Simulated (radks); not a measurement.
Results of a calculation; reference values are marked as such.
Q: Species: the bromine ion Br3+. Configuration: [Ar] 3d10 4s2 4p2. Code: a radial shooting solver on a logarithmic mesh with Libxc functionals. Model: Dirac Kohn-Sham, LDA (Slater exchange, Perdew-Zunger correlation), spin-unpolarised, spherical densities, finite nucleus; open shells fill j = l - 1/2 first; Fermi nuclear charge, rms radius 4.1629 fm. Some entries of the table are withheld. Estimate them.

| orbital | occ. | eigenvalue (hartree) | <r> (bohr) | r(max) (bohr) |
|---|---|---|---|---|
| 1s1/2 | 2 | -489.8759 | 0.04280 | (1) |
| 2s1/2 | 2 | -64.98449 | 0.1895 | 0.1595 |
| 2p1/2 | 2 | -58.71901 | 0.1629 | (2) |
| 2p3/2 | 4 | -56.97633 | 0.1668 | (3) |
| 3s1/2 | 2 | -10.11850 | 0.5521 | 0.4846 |
| 3p1/2 | 2 | (4) | 0.5571 | (5) |
| 3p3/2 | 4 | (6) | 0.5676 | (7) |
| 3d3/2 | 4 | -3.88627 | 0.5854 | 0.4276 |
| 3d5/2 | 6 | -3.84608 | 0.5894 | 0.4303 |
| 4s1/2 | 2 | -1.99739 | 1.545 | 1.367 |
| 4p1/2 | 2 | (8) | 1.744 | 1.518 |
| 4p3/2 | 0 | (9) | 1.771 | 1.543 |
| 4d3/2 | 0 | -0.77285 | 2.462 | 2.109 |
| 4d5/2 | 0 | -0.77023 | 2.471 | 2.118 |
| 5s1/2 | 0 | -0.70736 | 3.472 | 3.279 |
| 5p1/2 | 0 | -0.56117 | 3.983 | 3.765 |
| 5p3/2 | 0 | -0.55432 | 4.028 | 3.811 |
| 4f5/2 | 0 | -0.34791 | (10) | 3.720 |
| 4f7/2 | 0 | -0.34789 | (11) | 3.720 |

A: 
(1) 1s1/2 r(max) (bohr): 0.02795
(2) 2p1/2 r(max) (bohr): 0.1252
(3) 2p3/2 r(max) (bohr): 0.1285
(4) 3p1/2 eigenvalue (hartree): -7.93808
(5) 3p1/2 r(max) (bohr): 0.4753
(6) 3p3/2 eigenvalue (hartree): -7.68607
(7) 3p3/2 r(max) (bohr): 0.4841
(8) 4p1/2 eigenvalue (hartree): -1.49011
(9) 4p3/2 eigenvalue (hartree): -1.46265
(10) 4f5/2 <r> (bohr): 4.365
(11) 4f7/2 <r> (bohr): 4.365
